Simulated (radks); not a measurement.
Species: Re XIV. Configuration: [Kr] 4d10 4f14 5s2. Method: non-relativistic Kohn-Sham, LB94 model potential, spin-polarised, spherical densities, point nucleus; relativity is left out, which matters for an element this heavy; computed with a radial shooting solver on a logarithmic mesh with Libxc functionals. Some entries of the table are withheld. Estimate them.

orbital  occ.  eigenvalue (eV)  <r^2> (bohr^2)  <1/r> (bohr^-1)
1s          2        -66012.51       0.0005440            74.49
2s          2        -11112.69        0.008495            17.49
2p          6        -10676.76             (1)            17.54
3s          2        -2750.662         0.05304            6.736
3p          6        -2545.852         0.04898              (2)
3d         10              (3)         0.03797            6.624
4s          2        -754.2757          0.2607            2.903
4p          6        -668.0660          0.2692            2.816
4d         10        -510.3735          0.2883            2.633
4f         14        -302.0474          0.3468            2.278
5s          2        -298.8389           1.145            1.319
5p          0        -268.3548           1.265              (4)
6s          0        -164.6167           3.516           0.7588

Answer. 
(1) 2p <r^2> (bohr^2): 0.006273
(2) 3p <1/r> (bohr^-1): 6.694
(3) 3d eigenvalue (eV): -2162.841
(4) 5p <1/r> (bohr^-1): 1.249
